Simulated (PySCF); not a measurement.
F5Te, multiplicity 2. Atoms are numbered in the order given.

```xyz
6

F     -1.3730    -1.3730     0.1894
Te     0.0000     0.0000     0.1661
F      1.3730    -1.3730     0.1894
F     -1.3730     1.3730     0.1894
F      0.0000     0.0000    -1.7175
F      1.3730     1.3730     0.1894
```
Charge 0, spin multiplicity 2.

Coordinates come from a B3LYP-D3(BJ)/def2-SVP optimisation. The isomer is the one that the SMILES or the coordinates give; other isomers of the formula were not compared. The def2 effective core potentials stand for the cores of Te; spin–orbit coupling is left out.

The numbers are results of PySCF with B3LYP/def2-TZVP, not measurements.

ESP charges are fitted to the potential on shells at 1.4 to 2.0 van der Waals radii. Atomic charges (e):

```csv
atom,Mulliken,ESP fit,Löwdin,Mulliken spin
F1,-0.34,…,-0.26,0.16
Te2,1.70,…,1.28,0.36
F3,-0.34,…,-0.26,0.16
F4,-0.34,…,-0.26,0.16
F5,-0.33,…,-0.22,0.00
F6,-0.34,…,-0.26,0.16
```

Problem. Fill in the missing entries. (The exact figures need the calculation; the answer reports its results.)

Solution. 
- F1, ESP fit: -0.27
- Te2, ESP fit: 1.30
- F3, ESP fit: -0.27
- F4, ESP fit: -0.27
- F5, ESP fit: -0.21
- F6, ESP fit: -0.27

Problem. Give the Mayer and Wiberg (Löwdin basis) orders of the bonds. (Estimate from the structure and the level; the computed values follow.)

Solution. 
| bond | Mayer | Wiberg |
|---|---|---|
| F1–Te2 | 0.86 | 1.24 |
| Te2–F3 | 0.86 | 1.24 |
| Te2–F4 | 0.86 | 1.24 |
| Te2–F5 | 0.95 | 1.32 |
| Te2–F6 | 0.86 | 1.24 |
